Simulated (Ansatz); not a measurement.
Program: Ansatz. Geometries: PBE0-D4/def2-TZVP. ΔE: electronic, gas phase. CCSD(T)/CBS adds triple-zeta CCSD(T) − MP2 to the extrapolated MP2 energy (def2 sets, frozen cores). DFT in def2-TZVPP. HSE06 is defined as in plane-wave codes. For Br, Ge outer-core shells are correlated without core-valence functions, which leaves a few kJ/mol of doubt a bond. Scalar relativity is left out up to krypton. Each species was taken in one conformer, which may not be the lowest.

Consider the redistribution: `[Br][GeH2][Br]` + `FC[SiH3]` → `[GeH3][Br]` + `FC[SiH2]Br`.

| level | ΔE (kJ/mol) | difference from CCSD(T)/CBS |
| --- | --- | --- |
| LDA (SPW92) | -17.8 | 1.3 |
| r2SCAN-D4 | -16.4 | 2.7 |
| B2PLYP | -14.4 | 4.7 |
| r2SCAN | -16.3 | 2.8 |
| HSE06 | -15.8 | 3.3 |
| BHLYP | -14.9 | 4.2 |
| CAM-B3LYP | -16.1 | 3.0 |
| CCSD(T)/def2-SVP | -12.7 | 6.4 |
| HF/CBS(def2) | -15.3 | 3.8 |
| MP2/CBS(def2) | -20.1 | -1.0 |
| CCSD(T)/CBS | -19.1 | 0 |

Task: What do rigid-rotor, harmonic-oscillator terms from PBE0-D4/def2-TZVP frequencies (298.15 K, 1 bar) make of the CCSD(T)/CBS value? (An estimate is asked.)

Result: The calculation gave: ΔZPE = +0.4 kJ/mol, ΔH = -18.9 kJ/mol, ΔS = -3 J/(mol·K), ΔG = -18.0 kJ/mol.

Largest T1 diagnostic among the species: 0.011.

Leaving LDA and LC-ωPBE aside and taking each functional with its dispersion term where it has one, the values, not all of them listed here, spread over 7.5 kJ/mol, from B97M-V to BLYP-D4. LDA lies −3.7 kJ/mol from PBE without D4. At CCSD(T), def2-SVP lies +6.4 kJ/mol from the extrapolated value and def2-TZVPP +3.9 kJ/mol.
